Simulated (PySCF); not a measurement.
F₄Te, SMILES F[Te](F)(F)F (connectivity only; charge and spin as stated), charge -1, multiplicity 2.

Geometry optimised at B3LYP-D3(BJ)/def2-SVPD. The spin state was assumed, not searched. The isomer is the one that the SMILES or the coordinates give; other isomers of the formula were not compared. The def2 effective core potentials stand for the cores of Te; spin–orbit coupling is left out.

All values below come from r2SCAN/def2-SVPD in PySCF.

Computed frontier levels, dipole moment and polarisability:
```
Quantity                                                            Value
------------------------------------------------  -----------------------
α spin, highest occupied and lowest empty level         -0.04 and 2.22 eV
β spin, highest occupied and lowest empty level         -3.32 and 1.57 eV
dipole moment about the centre of nuclear charge                   3.36 D
mean static polarisability                           58.4 bohr³ (8.65 Å³)
polarisability, principal values                   55.3, 59.2, 60.7 bohr³
⟨S²⟩                                              0.754 (pure state 0.75)
```
